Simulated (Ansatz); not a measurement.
SnH2Me(OMe) (C2H8OSn). Total charge 0; singlet. Geometry PBE0-D4/def2-SVP; atoms count from 1.

```xyz
12

C    -1.303    1.574   -1.148
C     1.408   -1.760    0.423
O     0.662   -0.869   -0.343
Sn   -0.419    0.572    0.516
H    -1.560   -0.194    1.552
H     0.666    1.552    1.424
H    -1.997    2.354   -0.805
H    -1.852    0.843   -1.758
H    -0.515    2.033   -1.760
H     2.191   -1.267    1.036
H     1.927   -2.466   -0.250
H     0.791   -2.371    1.115
```

In the def2 sets Sn takes a core potential; there is no spin–orbit coupling.

Q: Estimate the Mulliken populations from the PBE0/def2-TZVP orbitals of Ansatz.

A: 
| atom | charge (e) |
| --- | --- |
| C1 | -0.64 |
| C2 | -0.20 |
| O3 | -0.54 |
| Sn4 | 0.73 |
| H5 | -0.07 |
| H6 | -0.07 |
| H7 | 0.15 |
| H8 | 0.16 |
| H9 | 0.15 |
| H10 | 0.10 |
| H11 | 0.12 |
| H12 | 0.10 |
Mulliken values depend strongly on the basis.

Q: And the Mayer bond orders between heavy atoms (over 0.3)?

A: C1–Sn4 0.93 (2.13 Å); C2–O3 1.03 (1.39 Å); O3–Sn4 0.83 (2.00 Å).
